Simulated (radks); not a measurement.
K2+, configuration [Ne] 3s2 3p5 (the NIST ground configuration). Calculated with a radial shooting solver on a logarithmic mesh with Libxc functionals: scalar-relativistic Kohn-Sham, AM05, spin-polarised, spherical densities, finite nucleus; open shells are filled with parallel spins first; Fermi nuclear charge, rms radius 3.4349 fm.

Normalised radial functions P(r) = r R(r), r in bohr:

| r | 2p up | 2p down | 3p up |
|---|---|---|---|
| 0.002645 | 0.0016 | 0.0016 | 0.0006 |
| 0.002982 | 0.0020 | 0.0020 | 0.0007 |
| 0.003362 | 0.0026 | 0.0026 | 0.0009 |
| 0.003761 | 0.0032 | 0.0032 | 0.0011 |
| 0.00424 | 0.0040 | 0.0040 | 0.0014 |
| 0.004781 | 0.0050 | 0.0050 | 0.0017 |
| 0.00539 | 0.0063 | 0.0063 | 0.0021 |
| 0.006078 | 0.0079 | 0.0079 | 0.0027 |
| 0.006798 | 0.0098 | 0.0098 | 0.0033 |
| 0.007665 | 0.0123 | 0.0123 | 0.0042 |
| 0.008642 | 0.0155 | 0.0155 | 0.0052 |
| 0.009744 | 0.0194 | 0.0194 | 0.0066 |
| 0.01099 | 0.0243 | 0.0243 | 0.0082 |
| 0.01239 | 0.0304 | 0.0304 | 0.0103 |
| 0.01385 | 0.0374 | 0.0374 | 0.0127 |
| 0.01562 | 0.0466 | 0.0466 | 0.0158 |
| 0.01761 | 0.0581 | 0.0580 | 0.0197 |
| 0.01986 | 0.0721 | 0.0721 | 0.0244 |
| 0.02239 | 0.0893 | 0.0893 | 0.0302 |
| 0.02504 | 0.1089 | 0.1089 | 0.0368 |
| 0.02824 | 0.1341 | 0.1341 | 0.0454 |
| 0.03184 | 0.1647 | 0.1647 | 0.0557 |
| 0.0359 | 0.2014 | 0.2014 | 0.0681 |
| 0.04047 | 0.2453 | 0.2452 | 0.0828 |
| 0.04527 | 0.2934 | 0.2934 | 0.0990 |
| 0.05104 | 0.3537 | 0.3536 | 0.1191 |
| 0.05755 | 0.4236 | 0.4236 | 0.1425 |
| 0.06489 | 0.5040 | 0.5039 | 0.1691 |
| 0.07316 | 0.5951 | 0.5950 | 0.1991 |
| 0.08183 | 0.6895 | 0.6894 | 0.2299 |
| 0.09226 | 0.8001 | 0.8000 | 0.2655 |
| 0.104 | 0.9188 | 0.9187 | 0.3030 |
| 0.1173 | 1.0431 | 1.0430 | 0.3412 |
| 0.1322 | 1.1693 | 1.1691 | 0.3782 |
| 0.1491 | 1.2925 | 1.2922 | 0.4118 |
| 0.1668 | 1.3994 | 1.3992 | 0.4375 |
| 0.188 | 1.4989 | 1.4987 | 0.4558 |
| 0.212 | 1.5756 | 1.5755 | 0.4609 |
| 0.239 | 1.6225 | 1.6225 | 0.4489 |
| 0.2695 | 1.6334 | 1.6335 | 0.4163 |
| 0.3015 | 1.6073 | 1.6076 | 0.3644 |
| 0.3399 | 1.5388 | 1.5393 | 0.2843 |
| 0.3832 | 1.4300 | 1.4305 | 0.1784 |
| 0.4321 | 1.2859 | 1.2864 | 0.0487 |
| 0.4872 | 1.1151 | 1.1156 | -0.1004 |
| 0.5449 | 0.9416 | 0.9419 | -0.2511 |
| 0.6144 | 0.7531 | 0.7530 | -0.4162 |
| 0.6927 | 0.5744 | 0.5737 | -0.5749 |
| 0.781 | 0.4158 | 0.4148 | -0.7156 |
| 0.8806 | 0.2838 | 0.2828 | -0.8266 |
| 0.985 | 0.1874 | 0.1865 | -0.8950 |
| 1.111 | 0.1120 | 0.1113 | -0.9249 |
| 1.252 | 0.0617 | 0.0613 | -0.9085 |
| 1.412 | 0.0311 | 0.0309 | -0.8491 |
| 1.592 | 0.0142 | 0.0141 | -0.7548 |
| 1.795 | 0.0058 | 0.0057 | -0.6371 |
| 2.007 | 0.0022 | 0.0022 | -0.5178 |
| 2.263 | 0.0007 | 0.0007 | -0.3921 |
| 2.552 | 0.0002 | 0.0002 | -0.2791 |
| 2.877 | 0.0000 | 0.0000 | -0.1857 |
| 3.244 | 0.0000 | 0.0000 | -0.1147 |
| 3.629 | 0.0000 | 0.0000 | -0.0680 |
| 4.091 | 0.0000 | 0.0000 | -0.0355 |
| 4.613 | 0.0000 | 0.0000 | -0.0168 |

2p up: eigenvalue -303.28 eV, 0 radial nodes, <r> = 0.351 bohr, 90 % of the charge inside 0.580 bohr. 2p down: eigenvalue -302.93 eV, 0 radial nodes, <r> = 0.351 bohr, 90 % of the charge inside 0.579 bohr. 3p up: eigenvalue -39.670 eV, 1 radial node at r = 0.450 bohr, <r> = 1.35 bohr, 90 % of the charge inside 2.07 bohr.
